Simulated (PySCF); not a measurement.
CH7Cl2NSi2, singlet, at a GFN2-xTB geometry; CASSCF(2,4)/STO-3G run with PySCF.

The PySCF input:
```python
from pyscf import gto, scf, mcscf
import numpy

mol = gto.M(
    atom='''
Si    0.92243499   -0.44924558    0.29613087
Cl    1.97985342   -1.14415994   -1.27010479
Cl    1.45151996    1.43077180    0.74944620
N    -0.73267976   -0.45088264   -0.15932778
Si   -2.05532492    0.51412715    0.45433851
C    -3.62753922   -0.22916581   -0.29268547
H     1.19589558   -1.29068274    1.45181135
H    -0.98966460   -1.13475271   -0.85312861
H    -2.03773601    0.40718811    1.91651575
H    -1.87047623    1.90616551    0.03523012
H    -4.50140020    0.31462634    0.04953430
H    -3.75621218   -1.26892392   -0.00591330
H    -3.61930122   -0.18319073   -1.37801802
''',
    basis='sto-3g',
    verbose=4,
)

mf = scf.RHF(mol)
mf.kernel()
mc = mcscf.CASSCF(mf, 4, 2)
mc.fix_spin_(ss=0.0)
mc.kernel()
occ = numpy.linalg.eigvalsh(mc.fcisolver.make_rdm1(mc.ci, mc.ncas, mc.nelecas))[::-1]
ss = mc.fcisolver.spin_square(mc.ci, mc.ncas, mc.nelecas)[0]
print('natural occupations', occ.round(4), ' <S^2>', round(ss, 4))
```

**Question.** Predict the main parts of the log of this PySCF run.

**Answer.** 
```
PySCF version 2.14.0

[INPUT] verbose = 4
[INPUT] num. atoms = 13
[INPUT] num. electrons = 82
[INPUT] charge = 0
[INPUT] spin (= nelec alpha-beta = 2S) = 0
[INPUT] symmetry False subgroup None
[INPUT] Mole.unit = angstrom
[INPUT] Symbol           X                Y                Z      unit          X                Y                Z       unit  Magmom
[...]
nuclear repulsion = 525.430099831814
number of shells = 33
number of NR pGTOs = 159
number of NR cGTOs = 53
basis = sto-3g
ecp = {}

******** <class 'pyscf.scf.hf.RHF'> ********
method = RHF
initial guess = minao
damping factor = 0
level_shift factor = 0
DIIS = <class 'pyscf.scf.diis.CDIIS'>
diis_start_cycle = 1
diis_space = 8
diis_damp = 0
SCF conv_tol = 1e-09
SCF conv_tol_grad = None
SCF max_cycles = 50
direct_scf = True
direct_scf_tol = 1e-13
Set gradient conv threshold to 3.16228e-05
Initial guess from minao.
init E= -1575.4889408137
[...]
cycle= 1 E= -1575.68693217759  delta_E= -0.198  |g|= 0.437  |ddm|= 4.16
[...]
cycle= 2 E= -1575.76328242244  delta_E= -0.0764  |g|= 0.124  |ddm|= 0.925
[...]
cycle= 3 E= -1575.76880456688  delta_E= -0.00552  |g|= 0.0272  |ddm|= 0.222
[...]
cycle= 4 E= -1575.76921264276  delta_E= -0.000408  |g|= 0.00509  |ddm|= 0.0662
[...]
cycle= 5 E= -1575.7692316156  delta_E= -1.9e-05  |g|= 0.000997  |ddm|= 0.0165
[...]
cycle= 6 E= -1575.76923245086  delta_E= -8.35e-07  |g|= 0.000211  |ddm|= 0.00362
[...]
cycle= 7 E= -1575.76923248513  delta_E= -3.43e-08  |g|= 5.35e-05  |ddm|= 0.000723
[...]
cycle= 8 E= -1575.76923248736  delta_E= -2.23e-09  |g|= 1.62e-05  |ddm|= 0.000173
[...]
cycle= 9 E= -1575.76923248762  delta_E= -2.63e-10  |g|= 2.63e-06  |ddm|= 6.96e-05
[...]
Extra cycle  E= -1575.76923248762  delta_E= 3.64e-12  |g|= 1.15e-06  |ddm|= 6.47e-06
converged SCF energy = -1575.76923248762

******** <class 'pyscf.mcscf.mc1step.CASSCF'> ********
CAS (1e+1e, 4o), ncore = 40, nvir = 9
max_cycle_macro = 50
max_cycle_micro = 4
conv_tol = 1e-07
conv_tol_grad = None
orbital rotation max_stepsize = 0.02
orbital rotation threshold for CI restart = 0.01
augmented hessian ah_max_cycle = 30
augmented hessian ah_conv_tol = 1e-12
augmented hessian ah_linear dependence = 1e-14
augmented hessian ah_level shift = 1e-08
augmented hessian ah_start_tol = 2.5
augmented hessian ah_start_cycle = 3
augmented hessian ah_grad_trust_region = 3
kf_trust_region = 3
kf_interval = 4
ci_response_space = 4
ci_grad_trust_region = 3
with_dep4 0
natorb = False
canonicalization = True
sorting_mo_energy = False
ao2mo_level = 2
internal_rotation = False
******** <class 'pyscf.fci.addons.SpinPenaltyFCISolver'> ********
max. cycles = 50
conv_tol = 1e-08
davidson only = True
linear dependence = 1e-12
level shift = 0.001
max iter space = 12
nroots = 1
pspace_size = 400
spin = None
CASCI E = -1575.77031565280  S^2 = 0.0000000
Set conv_tol_grad to 0.000316228
macro iter   1 ( 21 JK    4 micro), CASSCF E = -1575.77136548134  dE = -1.04982854e-03  S^2 = 0.0000000
               |grad[o]|=0.00342  |grad[c]|=0.0203  |ddm|=0.0326  |maxRot[o]|=0.171
macro iter   2 ( 21 JK    4 micro), CASSCF E = -1575.77199212020  dE = -6.26638866e-04  S^2 = 0.0000000
               |grad[o]|=0.00318  |grad[c]|=0.0552  |ddm|=0.0275  |maxRot[o]|=0.114
macro iter   3 ( 12 JK    3 micro), CASSCF E = -1575.77281348434  dE = -8.21364132e-04  S^2 = 0.0000000
               |grad[o]|=0.00423  |grad[c]|=0.0295  |ddm|=0.0194  |maxRot[o]|=0.125
macro iter   4 ( 12 JK    3 micro), CASSCF E = -1575.77423081265  dE = -1.41732831e-03  S^2 = 0.0000000
               |grad[o]|=0.00538  |grad[c]|=0.0353  |ddm|=0.0281  |maxRot[o]|=0.132
macro iter   5 ( 21 JK    4 micro), CASSCF E = -1575.77625608671  dE = -2.02527406e-03  S^2 = 0.0000000
               |grad[o]|=0.007  |grad[c]|=0.0104  |ddm|=0.00452  |maxRot[o]|=0.153
macro iter   6 ( 21 JK    4 micro), CASSCF E = -1575.77616840391  dE =  8.76827939e-05  S^2 = 0.0000000
               |grad[o]|=0.00741  |grad[c]|=0.0195  |ddm|=0.00935  |maxRot[o]|=0.0353
macro iter   7 ( 21 JK    4 micro), CASSCF E = -1575.77708692033  dE = -9.18516413e-04  S^2 = 0.0000000
               |grad[o]|=0.0062  |grad[c]|=0.0132  |ddm|=0.00816  |maxRot[o]|=0.0524
macro iter   8 ( 21 JK    4 micro), CASSCF E = -1575.77844122751  dE = -1.35430718e-03  S^2 = 0.0000000
               |grad[o]|=0.00598  |grad[c]|=0.00709  |ddm|=0.00209  |maxRot[o]|=0.0797
macro iter   9 ( 21 JK    4 micro), CASSCF E = -1575.77877350711  dE = -3.32279600e-04  S^2 = 0.0000000
               |grad[o]|=0.00542  |grad[c]|=0.0131  |ddm|=0.00685  |maxRot[o]|=0.182
macro iter  10 ( 21 JK    4 micro), CASSCF E = -1575.77886313489  dE = -8.96277768e-05  S^2 = 0.0000000
               |grad[o]|=0.00511  |grad[c]|=0.0154  |ddm|=0.00731  |maxRot[o]|=0.0923
macro iter  11 ( 21 JK    4 micro), CASSCF E = -1575.77890317527  dE = -4.00403787e-05  S^2 = 0.0000000
               |grad[o]|=0.00504  |grad[c]|=0.0172  |ddm|=0.00832  |maxRot[o]|=0.0483
macro iter  12 ( 21 JK    4 micro), CASSCF E = -1575.77892025379  dE = -1.70785256e-05  S^2 = 0.0000000
               |grad[o]|=0.00511  |grad[c]|=0.0182  |ddm|=0.00868  |maxRot[o]|=0.0289
macro iter  13 ( 21 JK    4 micro), CASSCF E = -1575.77892749191  dE = -7.23811331e-06  S^2 = 0.0000000
               |grad[o]|=0.00519  |grad[c]|=0.0186  |ddm|=0.00876  |maxRot[o]|=0.0183
macro iter  14 ( 21 JK    4 micro), CASSCF E = -1575.77893128186  dE = -3.78995583e-06  S^2 = 0.0000000
               |grad[o]|=0.00524  |grad[c]|=0.0189  |ddm|=0.00877  |maxRot[o]|=0.0141
macro iter  15 ( 21 JK    4 micro), CASSCF E = -1575.77893378240  dE = -2.50053722e-06  S^2 = 0.0000000
               |grad[o]|=0.00527  |grad[c]|=0.019  |ddm|=0.00876  |maxRot[o]|=0.0148
macro iter  16 ( 21 JK    4 micro), CASSCF E = -1575.77893581601  dE = -2.03361355e-06  S^2 = 0.0000000
               |grad[o]|=0.00529  |grad[c]|=0.0191  |ddm|=0.00875  |maxRot[o]|=0.0155
macro iter  17 ( 21 JK    4 micro), CASSCF E = -1575.77893774272  dE = -1.92670632e-06  S^2 = 0.0000000
[...]
               |grad[o]|=0.00528  |grad[c]|=0.0193  |ddm|=0.00872  |maxRot[o]|=0.0184
macro iter  22 ( 21 JK    4 micro), CASSCF E = -1575.77894772662  dE = -2.12494706e-06  S^2 = 0.0000000
               |grad[o]|=0.00527  |grad[c]|=0.0194  |ddm|=0.00871  |maxRot[o]|=0.0189
macro iter  23 ( 21 JK    4 micro), CASSCF E = -1575.77894993246  dE = -2.20584388e-06  S^2 = 0.0000000
               |grad[o]|=0.00527  |grad[c]|=0.0194  |ddm|=0.00869  |maxRot[o]|=0.0195
macro iter  24 ( 21 JK    4 micro), CASSCF E = -1575.77895221707  dE = -2.28461181e-06  S^2 = 0.0000000
               |grad[o]|=0.00526  |grad[c]|=0.0194  |ddm|=0.00868  |maxRot[o]|= 0.02
macro iter  25 ( 21 JK    4 micro), CASSCF E = -1575.77895457463  dE = -2.35755647e-06  S^2 = 0.0000000
               |grad[o]|=0.00526  |grad[c]|=0.0195  |ddm|=0.00867  |maxRot[o]|=0.0204
macro iter  26 ( 21 JK    4 micro), CASSCF E = -1575.77895699610  dE = -2.42147394e-06  S^2 = 0.0000000
               |grad[o]|=0.00525  |grad[c]|=0.0195  |ddm|=0.00866  |maxRot[o]|=0.0208
macro iter  27 ( 21 JK    4 micro), CASSCF E = -1575.77895946983  dE = -2.47372986e-06  S^2 = 0.0000000
               |grad[o]|=0.00524  |grad[c]|=0.0195  |ddm|=0.00864  |maxRot[o]|=0.0212
macro iter  28 ( 21 JK    4 micro), CASSCF E = -1575.77896198215  dE = -2.51232109e-06  S^2 = 0.0000000
               |grad[o]|=0.00524  |grad[c]|=0.0195  |ddm|=0.00862  |maxRot[o]|=0.0214
macro iter  29 ( 21 JK    4 micro), CASSCF E = -1575.77896451807  dE = -2.53591611e-06  S^2 = 0.0000000
               |grad[o]|=0.00523  |grad[c]|=0.0196  |ddm|=0.0086  |maxRot[o]|=0.0216
macro iter  30 ( 21 JK    4 micro), CASSCF E = -1575.77896706212  dE = -2.54404949e-06  S^2 = 0.0000000
               |grad[o]|=0.00522  |grad[c]|=0.0196  |ddm|=0.00858  |maxRot[o]|=0.0216
macro iter  31 ( 21 JK    4 micro), CASSCF E = -1575.77896959929  dE = -2.53716826e-06  S^2 = 0.0000000
               |grad[o]|=0.00522  |grad[c]|=0.0196  |ddm|=0.00856  |maxRot[o]|=0.0216
macro iter  32 ( 21 JK    4 micro), CASSCF E = -1575.77897211581  dE = -2.51652546e-06  S^2 = 0.0000000
               |grad[o]|=0.00521  |grad[c]|=0.0196  |ddm|=0.00854  |maxRot[o]|=0.0215
macro iter  33 ( 21 JK    4 micro), CASSCF E = -1575.77897459959  dE = -2.48378046e-06  S^2 = 0.0000000
               |grad[o]|=0.0052  |grad[c]|=0.0196  |ddm|=0.00852  |maxRot[o]|=0.0212
macro iter  34 ( 21 JK    4 micro), CASSCF E = -1575.77897704026  dE = -2.44067178e-06  S^2 = 0.0000000
               |grad[o]|=0.0052  |grad[c]|=0.0196  |ddm|=0.0085  |maxRot[o]|=0.0209
macro iter  35 ( 21 JK    4 micro), CASSCF E = -1575.77897942931  dE = -2.38904977e-06  S^2 = 0.0000000
               |grad[o]|=0.00519  |grad[c]|=0.0196  |ddm|=0.00848  |maxRot[o]|=0.0205
macro iter  36 ( 21 JK    4 micro), CASSCF E = -1575.77898176048  dE = -2.33117021e-06  S^2 = 0.0000000
               |grad[o]|=0.00519  |grad[c]|=0.0196  |ddm|=0.00845  |maxRot[o]|=0.0199
macro iter  37 ( 21 JK    4 micro), CASSCF E = -1575.77898403032  dE = -2.26983161e-06  S^2 = 0.0000000
               |grad[o]|=0.00518  |grad[c]|=0.0196  |ddm|=0.00843  |maxRot[o]|=0.0194
macro iter  38 ( 21 JK    4 micro), CASSCF E = -1575.77898623798  dE = -2.20765992e-06  S^2 = 0.0000000
               |grad[o]|=0.00518  |grad[c]|=0.0196  |ddm|=0.00841  |maxRot[o]|=0.0187
macro iter  39 ( 21 JK    4 micro), CASSCF E = -1575.77898838500  dE = -2.14702072e-06  S^2 = 0.0000000
               |grad[o]|=0.00517  |grad[c]|=0.0196  |ddm|=0.00839  |maxRot[o]|=0.018
macro iter  40 ( 21 JK    4 micro), CASSCF E = -1575.77899047467  dE = -2.08967549e-06  S^2 = 0.0000000
               |grad[o]|=0.00517  |grad[c]|=0.0196  |ddm|=0.00837  |maxRot[o]|=0.0173
macro iter  41 ( 21 JK    4 micro), CASSCF E = -1575.77899251154  dE = -2.03687114e-06  S^2 = 0.0000000
               |grad[o]|=0.00516  |grad[c]|=0.0196  |ddm|=0.00835  |maxRot[o]|=0.0166
macro iter  42 ( 21 JK    4 micro), CASSCF E = -1575.77899450101  dE = -1.98946805e-06  S^2 = 0.0000000
               |grad[o]|=0.00516  |grad[c]|=0.0196  |ddm|=0.00834  |maxRot[o]|=0.0158
macro iter  43 ( 21 JK    4 micro), CASSCF E = -1575.77899644881  dE = -1.94780296e-06  S^2 = 0.0000000
               |grad[o]|=0.00515  |grad[c]|=0.0196  |ddm|=0.00832  |maxRot[o]|=0.0151
macro iter  44 ( 21 JK    4 micro), CASSCF E = -1575.77899836078  dE = -1.91196614e-06  S^2 = 0.0000000
               |grad[o]|=0.00515  |grad[c]|=0.0196  |ddm|=0.00831  |maxRot[o]|=0.0144
macro iter  45 ( 21 JK    4 micro), CASSCF E = -1575.77900024254  dE = -1.88176273e-06  S^2 = 0.0000000
               |grad[o]|=0.00515  |grad[c]|=0.0196  |ddm|=0.00829  |maxRot[o]|=0.0136
macro iter  46 ( 21 JK    4 micro), CASSCF E = -1575.77900209940  dE = -1.85685394e-06  S^2 = 0.0000000
               |grad[o]|=0.00514  |grad[c]|=0.0196  |ddm|=0.00828  |maxRot[o]|=0.0129
macro iter  47 ( 21 JK    4 micro), CASSCF E = -1575.77900393629  dE = -1.83689144e-06  S^2 = 0.0000000
               |grad[o]|=0.00514  |grad[c]|=0.0196  |ddm|=0.00826  |maxRot[o]|=0.0123
macro iter  48 ( 21 JK    4 micro), CASSCF E = -1575.77900575761  dE = -1.82132180e-06  S^2 = 0.0000000
               |grad[o]|=0.00514  |grad[c]|=0.0195  |ddm|=0.00825  |maxRot[o]|=0.0116
macro iter  49 ( 21 JK    4 micro), CASSCF E = -1575.77900756725  dE = -1.80964321e-06  S^2 = 0.0000000
               |grad[o]|=0.00513  |grad[c]|=0.0195  |ddm|=0.00824  |maxRot[o]|=0.011
macro iter  50 ( 21 JK    4 micro), CASSCF E = -1575.77900936861  dE = -1.80135544e-06  S^2 = 0.0000000
               |grad[o]|=0.00513  |grad[c]|=0.0195  |ddm|=0.00823  |maxRot[o]|=0.0104
1-step CASSCF not converged,  50 macro (1032 JK 198 micro) steps
CASSCF canonicalization
Density matrix diagonal elements [1.98785240e+00 4.68058464e-04 8.34460143e-04 1.08450808e-02]
CASSCF energy = -1575.77900936861
CASCI E = -1575.77900936861  E(CI) = -1.99418407171197  S^2 = 0.0000000
natural occupations [1.9881e+00 1.1200e-02 7.0000e-04 1.0000e-04]  <S^2> 0.0
```

Convergence was not reached.
